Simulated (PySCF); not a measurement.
CH6MoN2O, SMILES [OH][Mo](=[NH])([CH3])=[NH], multiplicity 1.

Coordinates come from a PBE-D3(BJ)/def2-SVP optimisation. The spin state was assumed, not searched. The structure was generated by enumeration; whether it is a known compound was not checked. The def2 effective core potentials stand for the cores of Mo; spin–orbit coupling is left out. Other conformers were not sampled.

The numbers are results of TDA-CAM-B3LYP/def2-SVPD run with PySCF 2.14.0, not measurements.

Vertical excitations. Gas-phase values at a fixed geometry.

Computed UV-visible absorptions:
| state | energy (eV) | λ (nm) | f | main pairs |
|---|---|---|---|---|
| S1 | 4.23 | 293 | 0.004 | HOMO→LUMO 82 % |
| S2 | 4.49 | 276 | 0.006 | HOMO−1→LUMO 84 % |
| S3 | 4.65 | 267 | 0.001 | HOMO→LUMO+1 49 %, HOMO−1→LUMO+1 34 % |
| S4 | 5.13 | 242 | 0.005 | HOMO−2→LUMO 61 %, HOMO→LUMO+1 11 %, HOMO−3→LUMO 10 % |
| S5 | 5.30 | 234 | 0.007 | HOMO−4→LUMO 38 %, HOMO−3→LUMO 26 %, HOMO−2→LUMO 11 %, HOMO−3→LUMO+1 8 % |
| S6 | 5.40 | 229 | 0.013 | HOMO−1→LUMO+1 26 %, HOMO→LUMO+1 12 %, HOMO−3→LUMO 11 %, HOMO→LUMO+3 11 % |
| S7 | 5.48 | 226 | 0.004 | HOMO−3→LUMO 31 %, HOMO−2→LUMO+1 27 %, HOMO−4→LUMO 13 %, HOMO−4→LUMO+1 9 % |
| S8 | 5.53 | 224 | 0.005 | HOMO−4→LUMO 40 %, HOMO−3→LUMO+1 22 %, HOMO−2→LUMO+1 16 % |
| S9 | 5.94 | 209 | 0.002 | HOMO−4→LUMO+1 24 %, HOMO−2→LUMO+1 23 %, HOMO−3→LUMO+1 15 %, HOMO→LUMO+2 14 % |
| S10 | 6.03 | 206 | 0.000 | HOMO−1→LUMO+3 29 %, HOMO−1→LUMO+2 25 %, HOMO−4→LUMO+1 15 %, HOMO→LUMO+3 7 % |
| T1 | 3.75 | 331 | 0 | HOMO→LUMO 59 %, HOMO−1→LUMO 26 % |
| T2 | 3.90 | 318 | 0 | HOMO−1→LUMO 41 %, HOMO→LUMO 29 %, HOMO−1→LUMO+1 8 % |
| T3 | 4.05 | 306 | 0 | HOMO→LUMO+1 61 %, HOMO−1→LUMO+1 10 % |
| T4 | 4.26 | 291 | 0 | HOMO−1→LUMO+1 56 %, HOMO→LUMO+1 17 %, HOMO−1→LUMO 9 % |
Triplets are in the Tamm–Dancoff approximation.
